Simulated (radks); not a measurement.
The numbers below are computed, except where a source is named.
Question: These are the eigenvalues of the occupied orbitals of an atom or ion with whole-number occupations (eV). Level of theory: non-relativistic Kohn-Sham, PBE, spin-polarised, spherical densities, point nucleus (a radial shooting solver on a logarithmic mesh with Libxc functionals).

1s up: -332.0484
1s down: -330.9521
2s up: -57.6876

Which element is it, and in what charge state? The configuration may be excited. Open shells, if any, are filled with parallel spins first.

Answer: Z = 6, carbon, charge +3: C3+ in [He] 2s1. The list shows which subshells hold electrons but not how many an open one holds; the 1s level, -12.203 hartree, gives Z - s = 4.9 by -(Z - s)^2/2, which with screening narrows Z to a few neighbours, and the depths of the outer levels then fix element, charge and occupations together.
